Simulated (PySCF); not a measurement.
**Correlation energy of B²⁺ (boron, charge +2)**

[He] 3d1, 2D determinant (an excited configuration). All numbers are calculated (PySCF 2.14, the non-relativistic Hamiltonian (point nucleus), in aug-cc-pwCVQZ). Frozen: nothing; 3 electrons correlated.

MP2 pair energies summed by pair of shells (mhartree):

```json
{"pair": "1s-1s", "energy": "-39.92", "share (%)": "99.2"}
{"pair": "1s-3d", "energy": "-0.31", "share (%)": "0.8"}
```

Total MP2 correlation energy: -40.23 mhartree.

Same-spin part -0.14 and opposite-spin part -40.09 mhartree; SCS-MP2 scales them by 1/3 and 6/5 to -48.15 mhartree.
